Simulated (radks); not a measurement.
Spherical jellium clusters: N electrons in a uniform positive sphere of charge N and radius rs N^(1/3), rs = 4.03 bohr. Calculated with a radial shooting solver with Libxc functionals: non-relativistic Kohn-Sham, PBE, spin-polarised, spherical densities. Levels are named by radial order and angular momentum (1s, 1p, 1d, 2s, ...), and open shells are averaged over m.

N = 7, configuration 1s2 1p(up 3, down 2). This is the lowest configuration that the search found. Occupied and some empty levels:

| level | occupation | eigenvalue (eV) | <r> (bohr) |
|---|---|---|---|
| 1s up | 1 | -4.4490 | 5.258 |
| 1s down | 1 | -4.2910 | 5.162 |
| 1p up | 3 | -3.1740 | 6.368 |
| 1p down | 2 | -2.9701 | 6.372 |
| 1d up | 0 | -1.6470 | 7.510 |
| 1d down | 0 | -1.4482 | 7.603 |
| 2s up | 0 | -1.1858 | 7.954 |
| 2s down | 0 | -1.1089 | 8.000 |

Energy (eV): total -12.3878, kinetic 11.752, external -202.55, Hartree 99.238, exchange-correlation -24.602, background 103.78.
